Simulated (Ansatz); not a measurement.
Harmonic frequencies (cm⁻¹) at PBE0-D4/def2-TZVP from Ansatz: 141, 164, 175, 195, 216, 245, 278, 281, 344, 387, 452, 455, 498, 534, 696, 739, 773, 790, 1523, 3569, 3674, 3931, 3933, 3937.

Each molecule was computed in one conformer, which needn't be the lowest.

(1) Which molecule is it?
A. `C#[C][Ti]([OH])([OH])[OH]`
B. `[SeH][Ti]([SeH])([SeH])[SeH]`
C. `[NH2][Ti]([OH])([OH])[OH]`
D. `[OH][Ti]([OH])([OH])[Br]`

## Answers

(1) C.
